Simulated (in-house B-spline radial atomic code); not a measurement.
A radial electron density 4πr²n(r) was computed for an atom or ion in its tabulated ground configuration with a B-spline radial code for spherical atoms; method: Dirac-Hartree-Fock, average of configuration. Columns: r (bohr), 4πr²n(r) (electrons per bohr), bar.

```
 0.00262   0.9989 #
 0.00321    1.443 ##
 0.00393    2.069 ###
 0.00482     2.95 ####
 0.00592    4.171 #####
 0.00725    5.796 #######
  0.0089    7.959 ##########
  0.0109    10.68 #############
  0.0134    14.08 ##################
  0.0164    17.94 #######################
  0.0201    22.11 ############################
  0.0247     26.2 #################################
  0.0302    29.43 #####################################
  0.0371    31.28 #######################################
  0.0455    31.16 #######################################
  0.0558     29.2 #####################################
  0.0684     26.4 #################################
  0.0839    24.46 ###############################
   0.103    25.09 ################################
   0.126    28.55 ####################################
   0.155    33.08 ##########################################
    0.19    34.98 ############################################
   0.233     31.7 ########################################
   0.285    24.13 ##############################
    0.35    16.29 ####################
   0.429    12.86 ################
   0.526    14.17 ##################
   0.645    16.51 #####################
   0.791    16.06 ####################
    0.97     12.4 ################
    1.19     7.74 ##########
    1.46    4.185 #####
    1.79    2.253 ###
    2.19      1.4 ##
    2.69   0.9786 #
     3.3    0.672 #
    4.04   0.4011 #
    4.96   0.1889 
    6.08  0.06647 
    7.46  0.01606 
    9.15 0.002464 
    11.2 0.0002222
```

Task: Which atom or ion is it?
A. Co
B. Fe
C. Cu+
D. Fe+

Result: B. The area under the curve, ∫4πr²n dr = ∫r·4πr²n d(ln r) on this logarithmic grid, is 26 electrons, which only this option has. The configuration is [Ar] 3d6 4s2.
